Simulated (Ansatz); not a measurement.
`[O]=[Mo](=[O])([F])[F]`. Total charge 0; spin multiplicity 1. Correlated methods include outer-core shells of Mo, which these sets cover unevenly. Mo: def2 effective core potential.

Cartesian coordinates in Å:
```
O 1.130 1.207 -0.253
Mo 0.012 0.005 0.010
O 0.327 -0.614 1.521
F 0.212 -1.313 -1.252
F -1.681 0.715 -0.027
```

(1) Give the diagnostics of a CCSD(T)/def2-TZVPP run (frozen core, Ansatz). (Estimate.)

Results:

(1) The calculation gave: T1 = 0.0246, largest single amplitude 0.059, largest double 0.051, (T) share of the correlation energy 5.4 %, 14 CCSD cycles. The RHF solution is stable towards an unrestricted one. T1 lies over the customary mark of 0.02 for closed shells; compounds of d metals often pass it without a breakdown.
